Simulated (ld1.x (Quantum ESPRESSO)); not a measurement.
## Varying the TM semilocal potential for Ga

Base potential:

Ga (Z = 31), norm-conserving Troullier–Martins (semilocal form), made with ld1.x (Quantum ESPRESSO) 7.5 (PBEsol, scalar-relativistic). Core [Ar] 3d10, reference 4s1 4p0 (charge +2). Waves: 4p (bound, empty): rc 1.55 bohr; 4s (bound): rc 1.45 bohr. Local part: the s channel. Core correction: a·sin(br)/r model core inside 0.70 bohr.

All-electron outer shells of the reference configuration (PBEsol, scalar-relativistic, ld1.x):

```tsv
shell	level (eV)	outermost node (bohr)	outermost maximum (bohr)
4s	-26.03	0.80	1.78
4p	-17.65	0.86	2.12
```

Cutoffs, loose and tight: the cutoffs (Ry, on a coarse ladder) from which the occupation-weighted sum of valence levels, in a spherical-Bessel basis at the reference potential, stays within 10 and 1 mRy of its value at 400 Ry. They do not see the model core or the augmentation charge, which bear on the density cutoff. Test errors are all-electron minus pseudo excitation energies from the reference, over the configurations 4s2 4p1; 4s2 4p0; 4s2 4p0.5; 4s2 4p1.3; 4s1 4p2; 4s1 4p1; 4s0 4p3. A dash means not determined; rows that change the core or the reference have their own tests.

A true bound ghost makes a file unfit for plane-wave use even where its test errors are small: the radial tests pick states by their node count and pass the ghost by.

A semilocal file is local in each channel, so a ghost entry of none says nothing of the separable form that plane-wave codes build from it.

```tsv
change	outcome	cutoff, loose	cutoff, tight	bound ghosts	largest test error (meV)
base	generated	30 Ry	70 Ry	none	-154
wave 4p (bound): rc 1.55 bohr becomes 4p (bound): rc 1.38 bohr	generated	30 Ry	70 Ry	none	-149
wave 4p (bound): rc 1.55 bohr becomes 4p (bound): rc 1.56 bohr	generated	30 Ry	70 Ry	none	-154
wave 4p (bound): rc 1.55 bohr becomes 4p (bound): rc 1.72 bohr	generated	30 Ry	70 Ry	none	-155
wave 4p (bound): rc 1.55 bohr becomes 4p (bound): rc 1.94 bohr	generated	30 Ry	70 Ry	none	-156
wave 4p (bound): rc 1.55 bohr becomes 4p (bound): rc 2.12 bohr	generated	30 Ry	70 Ry	none	-156
wave 4p (bound): rc 1.55 bohr becomes 4p (bound): rc 2.30 bohr	generated	30 Ry	70 Ry	none	-156
```

Task: What comes out with this change to the base: wave 4p (bound): rc 1.55 bohr becomes 4p (bound): rc 1.02 bohr?

Result: outcome: generated; cutoff, loose: 30 Ry; cutoff, tight: 70 Ry; bound ghosts: none; largest test error (meV): +142.

Task: What comes out with this change to the base: wave 4p (bound): rc 1.55 bohr becomes 4p (bound): rc 1.18 bohr?

Result: outcome: generated; cutoff, loose: 30 Ry; cutoff, tight: 70 Ry; bound ghosts: p; largest test error (meV): -121.

Reading the sweep of the p radius (base included, trends over the rows without a ghost): The loose cutoff stays near 30 Ry. The median size of the test errors (rows with all tests solved) stays near 95.6 meV. Bound ghosts are found at 1.18 bohr.
